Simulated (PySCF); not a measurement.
**Correlation energy of O⁻ (oxygen, charge -1)**

Starting occupation: [He] 2s2 2p5, 2p1/2 with m_j = -1/2, +1/2, 2p3/2 with m_j = -1/2, +1/2, +3/2. Computed with PySCF 2.14 in x2c-TZVPall-2c with one added diffuse shell each of s, p, d type (6s4p3d1f, 40 functions), with X2C-1e with screened-nucleus spin-orbit coupling, Gaussian nucleus. Frozen: 1s2; 7 electrons correlated; the 2 highest virtual spinors left out.

MP2 pair energies summed by pair of shells (mhartree):

```tsv
pair	energy	share (%)
2p-2p	-132.48	61.2
2p-2s	-73.20	33.8
2s-2s	-10.78	5.0
```

Total MP2 correlation energy: -216.45 mhartree.

The GHF reference relaxed away from the jj start to a determinant that is no pure jj level (⟨S²⟩ = 0.78, ⟨J²⟩ = 3.79); the energies belong to that determinant.
